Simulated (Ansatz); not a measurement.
```yaml
crystal:
  periodic: [false, false, false]
  atoms:
    - {symbol: Ba, position_ang: [-0.313116, 1.077598, 1.750200]}
    - {symbol: Ba, position_ang: [0.101879, -0.783979, -1.922877]}
    - {symbol: O, position_ang: [0.211237, -0.293619, 0.172676]}
basis:
  gaussian: {orbitals: def2-TZVP}
total_charge: 1
magnetization: {spin_polarized: false, initial_magnetization: 3}
hamiltonian: {xc: {name: r2SCAN}, dispersion: rvv10}
scf: {lower_state_search: off}
output: {forces: true}
```

```sh
$ ansatz run in.yaml --threads 4 --pin off --events-out ev --progress --plain --max-ram 3916MiB
```

It prints (some lines left out):

```
Functional definition: r2SCAN+rVV10
725 factors; their error is unknown
mean field evaluation 1: about -3383.1879 eV, gradient 1.3e2 eV
mean field evaluation 2: about -3062.1851 eV, gradient 2.6e2 eV
mean field evaluation 4: about -3425.8641 eV, gradient 1.9e1 eV
mean field evaluation 8: about -3426.6887 eV, gradient 9.5e-2 eV
mean field evaluation 16: about -3426.6854 eV, gradient 1.2e-3 eV
mean field evaluation 32: about -3426.6954 eV, gradient 1.1e-5 eV
mean field -3426.69538627 eV, -125.9287327480 hartree, gradient 6.9e-7 eV, S^2 3.750000; 0 other end points of the search recorded, 0 dependent functions left out
reference -3426.69542867 eV, -125.9287343061 hartree; 15, 12 occupied and 96, 99 virtual orbitals, 725 factors
Total energy: -3426.69542867 eV, -125.9287343061 hartree
Atom 0 at    -0.313116     1.077598     1.750200 Å, force    -0.468398     1.294909     1.627855 eV/Å
Atom 1 at     0.101879    -0.783979    -1.922877 Å, force    -0.052453    -0.570928    -2.053628 eV/Å
Atom 2 at     0.211237    -0.293619     0.172676 Å, force     0.520851    -0.723981     0.425773 eV/Å
Dipole moment:    -0.021104     0.029335    -0.017252 e Å
Checks for a lower state left out: stability, starts, cluster_reference, orbital_swaps, neighbouring_geometries, increment
```

Run time 9 s (4 threads of Arm Neoverse V1 on a shared host).

In the def2 sets Ba takes a core potential; there is no spin–orbit coupling.

With spin_polarized false and unpaired electrons the run is restricted open-shell.

The dipole of an ion depends on the origin.
